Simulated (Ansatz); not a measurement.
Cost and result for the atomization energy of CH7AlBFSi (12 atoms, 12 bonds).

Cartesian coordinates in Å:
```
B 0.1136 -0.2587 -1.4483
Si -0.8529 0.2246 0.0612
C -0.6496 1.8132 1.0122
Al 1.0446 -1.7527 -0.2085
F 2.6965 -1.6917 -0.1826
H 0.9800 0.4269 -1.9019
H -0.0390 -1.3869 -1.9165
H -1.8178 -0.6921 0.7309
H -1.5738 2.3961 0.9606
H -0.4394 1.6238 2.0670
H 0.1581 2.4114 0.5883
H 0.3797 -3.1141 0.2374
```

Total charge 0; spin multiplicity 1. The bonds changed during the relaxation, so this is another structure than the one it started from. All single points use the PBE0-D4/def2-TZVP geometry. It is one conformer, not always the lowest. Program: Ansatz. All runs use 4 threads of an Arm Neoverse V1 on a shared host. Times are those of one run each, without the atoms' runs, and a repeat can differ threefold. Electronic energies, without spin–orbit coupling; frozen cores. CCSD(T)/CBS adds CCSD(T) − MP2 in def2-TZVPP to the MP2 limit, and its time is that of the two runs behind it. T1 = 0.013. B3LYP takes the VWN-RPA correlation (the form of Gaussian; ORCA's B3LYP/G).

CCSD(T)/CBS is a level of theory with its own doubt, some kJ/mol a heavy atom from the limit and from the frozen cores, so smaller differences don't rank the functionals.

```tsv
level	functions	wall time
PBE-D4/def2-TZVPP (with forces)	275	3 s
PBE0-D4/def2-TZVPP	275	3.8 s
r2SCAN-D4/def2-TZVPP (with forces)	275	5.5 s
B3LYP-D4/def2-TZVPP (with forces)	275	6 s
B2PLYP/def2-TZVPP	275	7 s
ωB97X-V/def2-TZVPP	275	10 s
ωB97M-V/def2-TZVPP (with forces)	275	15 s
MP2/def2-QZVPP	521	28 s
CCSD(T)/def2-TZVPP	275	3.1 min
CCSD(T)/CBS(def2)	–	3.5 min
```

Q: What atomization energy does each give, and how far from CCSD(T)/CBS? (An estimate is asked.)

A: Computed: 
```tsv
level	atomization (kcal/mol)	difference from CCSD(T)/CBS	per bond
PBE-D4/def2-TZVPP (with forces)	983.6	7.9	0.7
PBE0-D4/def2-TZVPP	973.3	-2.4	-0.2
r2SCAN-D4/def2-TZVPP (with forces)	983.3	7.6	0.6
B3LYP-D4/def2-TZVPP (with forces)	973.3	-2.4	-0.2
B2PLYP/def2-TZVPP	963.6	-12.1	-1.0
ωB97X-V/def2-TZVPP	977.7	2.0	0.2
ωB97M-V/def2-TZVPP (with forces)	977.1	1.4	0.1
MP2/def2-QZVPP	976.8	1.1	0.1
CCSD(T)/def2-TZVPP	952.7	-23.0	-1.9
CCSD(T)/CBS(def2)	975.7	0.0	0.0
```

The D4 term adds +9.3 kcal/mol with B3LYP and +4.9 kcal/mol with PBE0; it sums over pairs of atoms, weighted by their polarisabilities, and B3LYP, whose exchange is more repulsive, gets the larger term. In def2-TZVPP, CCSD(T) changes the Hartree–Fock value by +212.2 kcal/mol (the triples alone add +12.5 kcal/mol) and MP2 by +222.5 kcal/mol; breaking electron pairs costs correlation energy, which Hartree–Fock lacks. From PBE to PBE0 (25 % exact exchange), in def2-TZVPP and without D4, the atomization energy moves by −9.5 kcal/mol: exact exchange takes away binding that semilocal exchange gives to molecules.
